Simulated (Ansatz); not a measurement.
Q: Name a neutral molecule of Br, P with LUMO energy (PBE0/def2-TZVPP) between -2.30 and -2.00 eV and ideal-gas entropy at 298 K and 1 bar (rigid rotor, harmonic PBE0-D4/def2-TZVP) between 339 and 355 J/(mol·K) (Ansatz, PBE0-D4/def2-TZVP geometry).

A: `BrP(Br)Br` (-2.07 eV, 348 J/(mol·K)). Other molecules can fit too; these were computed, each in one conformer that needn't be the lowest.
